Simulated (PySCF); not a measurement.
Be(SiH3)2 (BeH6Si2), SMILES [SiH3][Be][SiH3]. Coordinates come from a PBE0-D3(BJ)/def2-TZVP optimisation.

Computed equilibrium geometry at PBE0-D3(BJ)/def2-TZVP (PySCF confirms it by a frequency run) as bond lengths and angles, and its point group:
point group D3.
Atoms: Be1 Si2 H3 H4 H5 Si6 H7 H8 H9. Bond lengths (Å): Be1–Si2 2.192, Be1–Si6 2.192, Si2–H3 1.493, Si2–H4 1.493, Si2–H5 1.493, Si6–H7 1.493, Si6–H8 1.493, Si6–H9 1.493. Angles (°): Si2–Be1–Si6 180.0, Be1–Si2–H3 112.1, Be1–Si2–H4 112.1, Be1–Si2–H5 112.1, H3–Si2–H4 106.8, H3–Si2–H5 106.8, H4–Si2–H5 106.8, Be1–Si6–H7 112.1, Be1–Si6–H8 112.1, Be1–Si6–H9 112.1, H7–Si6–H8 106.8, H7–Si6–H9 106.8, H8–Si6–H9 106.8.
